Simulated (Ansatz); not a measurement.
Correlation energies of CH4AlPS2 by basis set

Z-matrix (Å, degrees):
```
P
Al 1 2.457
S 1 2.097 2 57.4
H 1 1.412 2 130.7 3 -82.9
H 1 1.411 2 129.0 3 83.8
S 2 2.123 1 133.1 3 -135.9
C 2 1.906 1 131.7 3 144.4
H 7 1.087 2 122.7 1 19.2
H 7 1.087 2 122.5 1 -138.4
```

Charge 0, multiplicity 1. The bonds changed during the relaxation, so this is another structure than the one it started from. The structure was optimised at the PBE0-D4/def2-TZVP level. It is one conformer, not always the lowest. Frozen core, restricted reference, Ansatz. CBS rows extrapolate triple and quadruple zeta; past MP2 they add the triple-zeta difference.

```
     basis      HF (Eh)  MP2 corr.
  def2-SVP  -1417.48445   -0.57067
def2-TZVPP  -1418.01537   -0.74258
def2-QZVPP  -1418.05582   -0.80340
```

Q: Estimate the CCSD correlation energy and the (T) correction in each basis where they were run (hartree).

A: 
| basis | CCSD corr. | (T) |
| --- | --- | --- |
| def2-SVP | -0.62790 | -0.02326 |
| def2-TZVPP | -0.79798 | -0.04174 |
| CBS(def2) | -0.90385 | as TZ |
